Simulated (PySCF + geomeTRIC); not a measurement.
These are BP86-D3(BJ)/def2-SVP in PySCF + geomeTRIC values and carry that method's errors. fastk is a local helper that only speeds up exchange builds. No frequencies were computed at this level.

```python
import json, numpy as np
from pyscf import gto, dft
from fastk import lowrank_exchange
atoms = """
Hf    -0.008300    -0.062720     0.145528
O      1.820049    -0.105119    -0.257212
H      1.966544    -0.455895    -1.143846
O     -0.243930     1.634022     0.902304
H      0.565757     2.154396     0.839680
O     -0.806312    -1.204082     1.397316
H     -1.085489    -0.712000     2.178282
O     -0.812873    -0.570271    -1.467597
H     -1.512398    -1.216005    -1.312582
"""
def scf(charge, spin, dm0=None):
    mol = gto.M(atom=atoms, basis='def2-svp', ecp={'Hf': 'def2-svp'}, charge=charge, spin=spin, verbose=3, max_memory=3360)
    mf = dft.KS(mol, xc='bp86').density_fit(auxbasis="def2-universal-jkfit")
    mf.disp = 'd3bj'
    mf.grids.level = 3
    mf.conv_tol = 1e-8
    mf.max_cycle = 120
    mf.level_shift = 0.25
    mf.kernel(dm0)
    if not mf.converged:
        mf = mf.newton().run(mf.mo_coeff, mf.mo_occ).undo_soscf()
    return mf
mf = scf(0, 0)
from pyscf.geomopt.geometric_solver import kernel as optimize
path = []
done, mol = optimize(mf, maxsteps=120, assert_convergence=False, callback=lambda env: path.append((env["energy"], bool(env["g_scanner"].converged))))
res = dict(converged=bool(done and path[-1][1]), energy=path[-1][0], path=[e for e, c in path], xyz=mol.atom_coords(unit="Angstrom").tolist(), nao=mol.nao)
json.dump(res, open("result.json", "w"))
```

Output:

```
converged SCF energy = -351.394596532741
Geometry optimization cycle 1
converged SCF energy = -351.394596533804
cycle 1: E = -351.394596534  dE = -351.395  norm(grad) = 0.131533
Geometry optimization cycle 2
converged SCF energy = -351.425748596396
cycle 2: E = -351.425748596  dE = -0.0311521  norm(grad) = 0.0322275
Geometry optimization cycle 3
converged SCF energy = -351.428645061547
cycle 3: E = -351.428645062  dE = -0.00289647  norm(grad) = 0.0190851
Geometry optimization cycle 4
converged SCF energy = -351.435666171133
cycle 4: E = -351.435666171  dE = -0.00702111  norm(grad) = 0.0441837
Geometry optimization cycle 5
converged SCF energy = -351.439227976545
cycle 5: E = -351.439227977  dE = -0.00356181  norm(grad) = 0.045565
Geometry optimization cycle 6
converged SCF energy = -351.442081661211
cycle 6: E = -351.442081661  dE = -0.00285368  norm(grad) = 0.026595
Geometry optimization cycle 7
converged SCF energy = -351.443320574918
cycle 7: E = -351.443320575  dE = -0.00123891  norm(grad) = 0.00766514
Geometry optimization cycle 8
converged SCF energy = -351.443830651836
cycle 8: E = -351.443830652  dE = -0.000510077  norm(grad) = 0.00456775
Geometry optimization cycle 9
converged SCF energy = -351.444414169838
cycle 9: E = -351.44441417  dE = -0.000583518  norm(grad) = 0.00325405
Geometry optimization cycle 10
converged SCF energy = -351.444727474223
cycle 10: E = -351.444727474  dE = -0.000313304  norm(grad) = 0.00625723
Geometry optimization cycle 11
converged SCF energy = -351.444814354237
cycle 11: E = -351.444814354  dE = -8.688e-05  norm(grad) = 0.00362605
Geometry optimization cycle 12
converged SCF energy = -351.444875025544
cycle 12: E = -351.444875026  dE = -6.06713e-05  norm(grad) = 0.00378872
Geometry optimization cycle 13
converged SCF energy = -351.444985689277
cycle 13: E = -351.444985689  dE = -0.000110664  norm(grad) = 0.00219672
Geometry optimization cycle 14
converged SCF energy = -351.445020801039
cycle 14: E = -351.445020801  dE = -3.51118e-05  norm(grad) = 0.00287609
Geometry optimization cycle 15
converged SCF energy = -351.44500451526
cycle 15: E = -351.445004515  dE = 1.62858e-05  norm(grad) = 0.00666773
Geometry optimization cycle 16
converged SCF energy = -351.445040238415
cycle 16: E = -351.445040238  dE = -3.57232e-05  norm(grad) = 0.000704642
Geometry optimization cycle 17
converged SCF energy = -351.44504260853
cycle 17: E = -351.445042609  dE = -2.37011e-06  norm(grad) = 0.000880526
Geometry optimization cycle 18
converged SCF energy = -351.445029366485
cycle 18: E = -351.445029366  dE = 1.3242e-05  norm(grad) = 0.00450575
Geometry optimization cycle 19
converged SCF energy = -351.445030116707
cycle 19: E = -351.445030117  dE = -7.50221e-07  norm(grad) = 0.00440086
Geometry optimization cycle 20
converged SCF energy = -351.445041466966
cycle 20: E = -351.445041467  dE = -1.13503e-05  norm(grad) = 0.00183691
Geometry optimization cycle 21
converged SCF energy = -351.445049216462
cycle 21: E = -351.445049216  dE = -7.7495e-06  norm(grad) = 0.000471215
Geometry optimization cycle 22
converged SCF energy = -351.445052863052
cycle 22: E = -351.445052863  dE = -3.64659e-06  norm(grad) = 0.000718651
Geometry optimization cycle 23
converged SCF energy = -351.445053743212
cycle 23: E = -351.445053743  dE = -8.8016e-07  norm(grad) = 0.00073485
Geometry optimization cycle 24
converged SCF energy = -351.445053893596
cycle 24: E = -351.445053894  dE = -1.50384e-07  norm(grad) = 0.00034913
Geometry optimization cycle 25
converged SCF energy = -351.445054196926
cycle 25: E = -351.445054197  dE = -3.0333e-07  norm(grad) = 0.000529901
Geometry optimization cycle 26
converged SCF energy = -351.445054613108
cycle 26: E = -351.445054613  dE = -4.16182e-07  norm(grad) = 0.000511944
Geometry optimization cycle 27
converged SCF energy = -351.445055476767
cycle 27: E = -351.445055477  dE = -8.63659e-07  norm(grad) = 0.000273661
Geometry optimization cycle 28
converged SCF energy = -351.445056268923
cycle 28: E = -351.445056269  dE = -7.92155e-07  norm(grad) = 0.000216457
Geometry optimization cycle 29
converged SCF energy = -351.445056540753
cycle 29: E = -351.445056541  dE = -2.71831e-07  norm(grad) = 0.00018832
Geometry optimization cycle 30
converged SCF energy = -351.445056396022
cycle 30: E = -351.445056396  dE = 1.44731e-07  norm(grad) = 0.000179549
Geometry optimization cycle 31
converged SCF energy = -351.4450563773
cycle 31: E = -351.445056377  dE = 1.87219e-08  norm(grad) = 0.000177801
<class 'geometric.internal.Distance'> : 12
<class 'geometric.internal.Angle'> : 29
<class 'geometric.internal.OutOfPlane'> : 8
<class 'geometric.internal.Dihedral'> : 48
<class 'geometric.internal.TranslationX'> : 1
<class 'geometric.internal.TranslationY'> : 1
<class 'geometric.internal.TranslationZ'> : 1
<class 'geometric.internal.RotationA'> : 1
<class 'geometric.internal.RotationB'> : 1
<class 'geometric.internal.RotationC'> : 1
Step    0 : Gradient = 4.384e-02/6.377e-02 (rms/max) Energy = -351.3945965338
Step    1 : Displace = 9.932e-02/1.135e-01 (rms/max) Trust = 1.000e-01 (=) Grad = 1.074e-02/1.289e-02 (rms/max) E (change) = -351.4257485964 (-3.115e-02) Quality = 0.721
Step    2 : Displace = 3.288e-02/4.416e-02 (rms/max) Trust = 1.000e-01 (=) Grad = 6.362e-03/7.333e-03 (rms/max) E (change) = -351.4286450615 (-2.896e-03) Quality = 1.701
Step    3 : Displace = 1.413e-01/1.881e-01 (rms/max) Trust = 1.414e-01 (+) Grad = 1.473e-02/1.603e-02 (rms/max) E (change) = -351.4356661711 (-7.021e-03) Quality = 1.336
Step    4 : Displace = 1.148e-01/1.524e-01 (rms/max) Trust = 2.000e-01 (+) Grad = 1.519e-02/1.709e-02 (rms/max) E (change) = -351.4392279765 (-3.562e-03) Quality = 1.455
Step    5 : Displace = 1.080e-01/1.425e-01 (rms/max) Trust = 2.828e-01 (+) Grad = 8.865e-03/1.012e-02 (rms/max) E (change) = -351.4420816612 (-2.854e-03) Quality = 1.380
Step    6 : Displace = 5.293e-02/7.176e-02 (rms/max) Trust = 3.000e-01 (+) Grad = 2.555e-03/3.599e-03 (rms/max) E (change) = -351.4433205749 (-1.239e-03) Quality = 1.325
Step    7 : Displace = 3.679e-02/5.100e-02 (rms/max) Trust = 3.000e-01 (=) Grad = 1.523e-03/2.172e-03 (rms/max) E (change) = -351.4438306518 (-5.101e-04) Quality = 1.528
Step    8 : Displace = 6.104e-02/8.355e-02 (rms/max) Trust = 3.000e-01 (=) Grad = 1.085e-03/1.710e-03 (rms/max) E (change) = -351.4444141698 (-5.835e-04) Quality = 1.442
Step    9 : Displace = 5.819e-02/7.338e-02 (rms/max) Trust = 3.000e-01 (=) Grad = 2.086e-03/2.551e-03 (rms/max) E (change) = -351.4447274742 (-3.133e-04) Quality = 1.198
Step   10 : Displace = 2.139e-02/2.856e-02 (rms/max) Trust = 3.000e-01 (=) Grad = 1.209e-03/1.710e-03 (rms/max) E (change) = -351.4448143542 (-8.688e-05) Quality = 1.134
Step   11 : Displace = 2.731e-02/3.283e-02 (rms/max) Trust = 3.000e-01 (=) Grad = 1.263e-03/2.028e-03 (rms/max) E (change) = -351.4448750255 (-6.067e-05) Quality = 1.378
Step   12 : Displace = 5.220e-02/6.597e-02 (rms/max) Trust = 3.000e-01 (=) Grad = 7.322e-04/1.266e-03 (rms/max) E (change) = -351.4449856893 (-1.107e-04) Quality = 0.984
Step   13 : Displace = 1.168e-02/1.563e-02 (rms/max) Trust = 3.000e-01 (=) Grad = 9.587e-04/1.221e-03 (rms/max) E (change) = -351.4450208010 (-3.511e-05) Quality = 0.885
Step   14 : Displace = 3.475e-02/4.887e-02 (rms/max) Trust = 3.000e-01 (=) Grad = 2.223e-03/2.991e-03 (rms/max) E (change) = -351.4450045153 (+1.629e-05) Quality = 0.000
Step   15 : Displace = 1.039e-02/1.497e-02 (rms/max) Trust = 1.738e-02 (-) Grad = 2.349e-04/4.271e-04 (rms/max) E (change) = -351.4450402384 (-3.572e-05) Quality = 1.137
Step   16 : Displace = 3.484e-03/4.299e-03 (rms/max) Trust = 2.457e-02 (+) Grad = 2.935e-04/3.756e-04 (rms/max) E (change) = -351.4450426085 (-2.370e-06) Quality = 0.449
Step   17 : Displace = 9.961e-03/1.508e-02 (rms/max) Trust = 2.457e-02 (=) Grad = 1.502e-03/2.036e-03 (rms/max) E (change) = -351.4450293665 (+1.324e-05) Quality = -0.466
Step   18 : Displace = 5.019e-03/6.706e-03 (rms/max) Trust = 4.981e-03 (-) Grad = 1.467e-03/2.099e-03 (rms/max) E (change) = -351.4450301167 (-7.502e-07) Quality = 0.029
Step   19 : Displace = 1.816e-03/2.515e-03 (rms/max) Trust = 2.490e-03 (-) Grad = 6.123e-04/9.069e-04 (rms/max) E (change) = -351.4450414670 (-1.135e-05) Quality = 0.961
Step   20 : Displace = 3.583e-03/4.839e-03 (rms/max) Trust = 3.522e-03 (+) Grad = 1.571e-04/2.525e-04 (rms/max) E (change) = -351.4450492165 (-7.749e-06) Quality = 0.758
Step   21 : Displace = 4.957e-03/6.856e-03 (rms/max) Trust = 4.981e-03 (+) Grad = 2.396e-04/3.694e-04 (rms/max) E (change) = -351.4450528631 (-3.647e-06) Quality = 0.057
Step   22 : Displace = 2.575e-03/3.743e-03 (rms/max) Trust = 2.479e-03 (-) Grad = 2.387e-04/3.214e-04 (rms/max) E (change) = -351.4450537432 (-8.802e-07) Quality = 0.142
Step   23 : Displace = 1.320e-03/1.899e-03 (rms/max) Trust = 1.239e-03 (-) Grad = 1.020e-04/1.516e-04 (rms/max) E (change) = -351.4450538936 (-1.504e-07) Quality = 0.269
Step   24 : Displace = 1.303e-03/1.958e-03 (rms/max) Trust = 1.239e-03 (=) Grad = 1.670e-04/2.185e-04 (rms/max) E (change) = -351.4450541969 (-3.033e-07) Quality = 0.607
Step   25 : Displace = 1.354e-03/2.127e-03 (rms/max) Trust = 1.239e-03 (=) Grad = 1.605e-04/2.167e-04 (rms/max) E (change) = -351.4450546131 (-4.162e-07) Quality = 1.007
Step   26 : Displace = 1.784e-03/2.988e-03 (rms/max) Trust = 1.753e-03 (+) Grad = 7.078e-05/8.491e-05 (rms/max) E (change) = -351.4450554768 (-8.637e-07) Quality = 0.963
Step   27 : Displace = 2.501e-03/4.640e-03 (rms/max) Trust = 2.479e-03 (+) Grad = 4.383e-05/5.377e-05 (rms/max) E (change) = -351.4450562689 (-7.922e-07) Quality = 0.854
Step   28 : Displace = 3.647e-03/6.455e-03 (rms/max) Trust = 3.505e-03 (+) Grad = 2.443e-05/3.794e-05 (rms/max) E (change) = -351.4450565408 (-2.718e-07) Quality = 0.403
Step   29 : Displace = 1.414e-03/2.443e-03 (rms/max) Trust = 3.505e-03 (=) Grad = 1.378e-05/2.112e-05 (rms/max) E (change) = -351.4450563960 (+1.447e-07) Quality = -2.230
Step   30 : Displace = 1.343e-04/2.056e-04 (rms/max) Trust = 7.070e-04 (-) Grad = 1.026e-05/1.966e-05 (rms/max) E (change) = -351.4450563773 (+1.872e-08) Quality = -3.918
Converged! =D
```

Cost: about 7 core-minutes (a rough figure).
